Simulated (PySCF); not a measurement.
Cartesian coordinates (Å):
```xyz
8

O      1.8145     0.4702    -0.3230
C      1.1068    -0.0071     0.5347
Si    -0.7643    -0.2006     0.1324
O     -0.9056     0.3815    -1.3897
H      1.5594    -0.3101     1.5061
H     -1.1492    -1.6328     0.2229
H     -1.5681     0.5796     1.1084
H     -0.0620     0.6846    -1.7458
```
Charge 0, spin multiplicity 1.

Give the dipole moment, total energy and S1 oscillator strength at the level PBE-D3(BJ)/def2-TZVP // PBE0-D4/def2-TZVP (PySCF).


```yaml
dipole_moment: 1.53 D
total_energy: -480.2037 Ha
S1 oscillator strength: 0.002
```
